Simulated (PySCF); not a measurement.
# Correlation energy of S+ (sulfur, charge +1)

[Ne] 3s2 3p3, high-spin 4S determinant. All numbers are calculated (PySCF 2.14, no relativity, point nucleus, in cc-pV(T+d)Z). Frozen: [Ne]; 5 electrons correlated.

MP2 pair energies summed by pair of shells (mhartree):

```csv
pair,energy,share (%)
3s-3p,-59.36,65.9
3p-3p,-20.68,22.9
3s-3s,-10.09,11.2
```

Total MP2 correlation energy: -90.13 mhartree.

Same-spin part -24.32 and opposite-spin part -65.81 mhartree; SCS-MP2 scales them by 1/3 and 6/5 to -87.08 mhartree.

| level | correlation energy (mhartree) |
| --- | --- |
| CCSD | -109.81 |
| (T) | -3.59 |
| CCSD(T) | -113.40 |

Diagnostics: T1 = 0.0035, D1 = 0.0085, largest double amplitude 0.063.

Cost of the coupled-cluster step: 0.4 s of wall time on 1 thread of Neoverse-V2 (shared host), for 5 correlated electrons.
